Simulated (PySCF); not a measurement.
disilazane cation (H₇NSi₂), SMILES [SiH3]N[SiH3] (connectivity only; charge and spin as stated), charge +1, multiplicity 2. Atoms are numbered in the order given.

```xyz
10

Si     1.6754    -0.0003     0.1519
N      0.0000     0.0000    -0.6018
Si    -1.6754     0.0003     0.1519
H      2.3033    -1.2148    -0.4325
H      1.4556    -0.0304     1.6102
H      2.2709     1.2546    -0.3814
H      0.0000     0.0000    -1.6341
H     -2.3033     1.2148    -0.4325
H     -2.2709    -1.2546    -0.3814
H     -1.4556     0.0304     1.6102
```
Charge +1, spin multiplicity 2.

Geometry: B3LYP-D3(BJ)/def2-SVP. The spin state was assumed, not searched.

These are PySCF with CAM-B3LYP/def2-TZVPD values and carry that method's errors.

Mulliken values depend strongly on the basis, most of all with diffuse functions as here. ESP charges are fitted to the potential on shells at 1.4 to 2.0 van der Waals radii. Atomic charges (e):

| atom | meta-Löwdin | ESP fit | Mulliken spin |
|---|---|---|---|
| Si1 | 0.65 | 0.49 | -0.03 |
| N2 | -0.38 | -0.42 | 0.90 |
| Si3 | 0.65 | 0.49 | -0.03 |
| H4 | -0.03 | 0.01 | 0.04 |
| H5 | -0.05 | 0.00 | 0.00 |
| H6 | -0.03 | 0.01 | 0.05 |
| H7 | 0.29 | 0.40 | -0.03 |
| H8 | -0.03 | 0.01 | 0.04 |
| H9 | -0.03 | 0.01 | 0.05 |
| H10 | -0.05 | 0.00 | 0.00 |
